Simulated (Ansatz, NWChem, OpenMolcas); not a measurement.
## GeH4 (germane): the atomisation enthalpy at 298 K, rung by rung

GeH4 has 5 atoms, charge 0, and is taken as a singlet. As SMILES, `[GeH4]`. The shape is that of a PBE0-D4/def2-TZVP optimisation.

Quantity: the atomisation enthalpy at 298 K, in kJ/mol. The values are calculated. The thermal term (zero-point and 298 K enthalpy, harmonic and unscaled) is that of PBE0-D4/def2-TZVP; the spin-orbit lowering of the free atoms at 298 K, 10.4 kJ/mol by their spectra, is taken off.

**What was measured.** CRC Handbook of Chemistry and Physics gives the atomisation enthalpy at 298 K of the gas as 1153 kJ/mol.

| level | kind | program | value (kJ/mol) | computed − measured |
| --- | --- | --- | --- | --- |
| HF/def2-TZVP | Hartree–Fock | Ansatz | 872 | -281 |
| BLYP/def2-TZVP | GGA | OpenMolcas | 1137 | -16 |
| TPSS/def2-TZVP | meta-GGA | NWChem | 1203 | +50 |
| M06-2X/def2-TZVP | hybrid meta-GGA | NWChem | 1134 | -19 |
| wB97M-V/def2-TZVP | range-separated hybrid | Ansatz | 1161 | +8 |
| wB97X/def2-TZVP | range-separated hybrid | Ansatz | 1180 | +27 |
| B2PLYP/def2-TZVP | double hybrid | NWChem | 1146 | -7 |
| MP2/def2-TZVP | perturbation theory | Ansatz | 1091 | -62 |
| CCSD/def2-TZVP | coupled cluster or CI | NWChem | 1130 | -23 |
| FCI/STO-3G | exact in the basis | Ansatz | 1574 | +421 |

Nearest: B2PLYP/def2-TZVP (-7 kJ/mol); farthest: FCI/STO-3G (+421 kJ/mol). Computed less measured by kind, in kJ/mol (def2-TZVP rows): Hartree–Fock -281; GGA -16; meta-GGA +50; global hybrid -19; range-separated hybrid +8 to +27; double hybrid -7; perturbation theory -62; coupled cluster or CI -23. Wave-function methods converge slowly with the basis and bind too weakly in sets of this size; that is part of their error here. The measured heats of formation of B, Si, Al and metal atoms are uncertain by some kJ/mol each. All-electron rows without a relativistic Hamiltonian named are non-relativistic. High-level rows in very small sets aren't better than simpler rows in larger ones. In the correlated wave-function rows the outer d shell of Ge is correlated, in sets not made for it.
